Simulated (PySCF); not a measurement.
## A small calculation by hand: entropy of an ideal gas

CH₄Si, SMILES C=[SiH2].

Coordinates come from a PBE-D3(BJ)/def2-TZVP optimisation.

PBE-D3(BJ)/def2-TZVP (PySCF) gives the harmonic wavenumbers 423, 460, 709, 736, 803, 903, 969, 1341, 2199, 2224, 3087, 3178 cm⁻¹ and the rotational temperatures 4.9576, 0.7028, 0.6155 K. The molar mass is 44.13 g/mol, the symmetry number 2, the spin multiplicity 1.

### Question
Work out the entropy at 298.15 K and 1 atm in the rigid-rotor, harmonic-oscillator model.

### Answer

Translation (Sackur–Tetrode at 1 atm): S = R[1.5 ln M + 2.5 ln T − 1.16487] = 156.0 J/(mol K).
Rotation: q = (√π/σ) T^1.5/√(θA θB θC) = 3120, S = R[ln q + 3/2] = 79.4 J/(mol K).
Vibration: with u = 1.4388 ν/T, each mode gives R[u/(e^u − 1) − ln(1 − e^−u)]:
```tsv
ν (cm⁻¹)	modes	u	S (J/(mol K))
423	1	2.04	3.69
460	1	2.22	3.21
709	1	3.42	1.24
736	1	3.55	1.11
803	1	3.88	0.86
903	1	4.36	0.58
969	1	4.68	0.44
1341	1	6.47	0.10
```
The stiffer modes add less than 0.005 each. Sum 11.2 J/(mol K).
Spin: R ln 1 = 0.0 J/(mol K).
Total 246.6 J/(mol K); the program's own thermochemistry gives 246.6. Translation makes up 63 % and vibration 5 %. Anharmonicity, hindered rotation and orbital degeneracy are left out.
